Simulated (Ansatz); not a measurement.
Basis-set extrapolation for C4H13NSi, SMILES `CN(C)[SiH](C)C` (PBE0-D4/def2-TZVP geometry, frozen core, Ansatz). Multiplicity 1, RHF reference.

```
                      def2-TZVPP   def2-QZVPP
                 HF  -502.549133  -502.568813
    MP2 correlation    -1.052233    -1.120509
CCSD(T) correlation    -1.165718      not run
```

Energies in hartree. Use E(X) = E(∞) + A·exp(−7.88·√X) for Hartree–Fock and E(X) = E(∞) + B·X^(−2.97) for correlation, with X = 3 and 4, and add CCSD(T) minus MP2 of the smaller set to the MP2 limit.

What is the CCSD(T) energy at the basis-set limit?

HF limit: -502.568813 + (-0.019680) × 0.13774 = -502.57152. MP2 limit: -1.120509 + (-0.068276) × 0.74074 = -1.17108. Higher-order term: -1.165718 − (-1.052233) = -0.11349. Total: -503.85609 hartree, 370.8 kJ/mol below CCSD(T)/def2-TZVPP.
